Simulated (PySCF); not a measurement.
PySCF job for CdBrI, SMILES [I][Cd][Br], IEF-PCM-B3LYP/def2-SVP. Geometry optimised at B3LYP-D3(BJ)/def2-SVP. The def2 effective core potentials stand for the cores of Cd, I; spin–orbit coupling is left out.

```python
import numpy as np
from pyscf import gto, scf, dft
from pyscf.solvent import pcm

mol = gto.M(
    atom='''
    Cd    0.00000000    0.00000000   -0.39037121
    Br    0.00000000    0.00000000   -2.82354237
    I     0.00000000    0.00000000    2.21814719
    ''',
    basis='def2-SVP',
    ecp={'Cd': 'def2-svp', 'I': 'def2-svp'},
    charge=0,
    spin=0,
    max_memory=1600,
    verbose=3,
)
mf = dft.RKS(mol, xc='b3lyp').density_fit(auxbasis='def2-universal-jkfit')
mf.grids.level = 3
mf.conv_tol = 1e-9
mf.max_cycle = 100
mf.kernel()
res = {}
for name, eps in {'water': 78.355, 'cyclohexanone': 15.619, 'acetone': 20.493}.items():
    s = mf.PCM()
    s.with_solvent.method, s.with_solvent.eps, s.with_solvent.lebedev_order = 'IEF-PCM', eps, 29
    s.kernel(mf.make_rdm1())
    res[name] = (s.e_tot, eps, s.dip_moment(), s.mo_energy, s.converged)
    print(f'{name}: electrostatic solvation free energy {(s.e_tot - mf.e_tot) * 627.509474:.3f} kcal/mol')
```

Output:

```
converged SCF energy = -3039.55844090359

WARN: PCM is an experimental feature. It is still in testing.
Features and APIs may be changed in the future.

converged SCF energy = -3039.58065278916
Dipole moment(X, Y, Z, Debye): -0.00000,  0.00000,  0.22600
water: electrostatic solvation free energy -13.938 kcal/mol

WARN: PCM is an experimental feature. It is still in testing.
Features and APIs may be changed in the future.

converged SCF energy = -3039.57856433103
Dipole moment(X, Y, Z, Debye): -0.00000,  0.00000,  0.26100
cyclohexanone: electrostatic solvation free energy -12.628 kcal/mol

WARN: PCM is an experimental feature. It is still in testing.
Features and APIs may be changed in the future.

converged SCF energy = -3039.57916434514
Dipole moment(X, Y, Z, Debye): -0.00000,  0.00000,  0.25122
acetone: electrostatic solvation free energy -13.004 kcal/mol
```

The calculation finished and met its thresholds.
